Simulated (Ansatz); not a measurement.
`C[Si](C)(F)[SeH]` + BH₃ → `B[Si](C)(C)F` + H₂Se  (formal exchange of groups at the Si–Se bond)

Gas-phase electronic energies from Ansatz, PBE0-D4/def2-TZVP geometries. CCSD(T)/CBS adds triple-zeta CCSD(T) − MP2 to the extrapolated MP2 energy (def2 sets, frozen cores). This one scheme is used for every species. Functionals use def2-TZVPP. For Se outer-core shells are correlated without core-valence functions, which leaves a few kJ/mol of doubt a bond. Scalar relativity is left out up to krypton. One conformer a species, not always the lowest.

```tsv
level	ΔE (kcal/mol)
PBE0	20.5
CCSD/def2-TZVPP	21.5
```

(1) What does CCSD(T)/CBS give? (Estimate.)

Largest T1 diagnostic among the species: 0.011.

Results:

(1) The calculation gave: +22.7 kcal/mol. The listed levels differ from it by -2.2, -1.2 kcal/mol.

From PBE to PBE0 (25 % exact exchange), in def2-TZVPP and without D4, ΔE moves by +1.3 kcal/mol. The D4 term adds +1.5 kcal/mol with B3LYP and +0.8 kcal/mol with PBE0; it sums over pairs of atoms, weighted by their polarisabilities, and B3LYP, whose exchange is more repulsive, gets the larger term.

B3LYP here is the variant with VWN-RPA as its local correlation; programs differ in this.
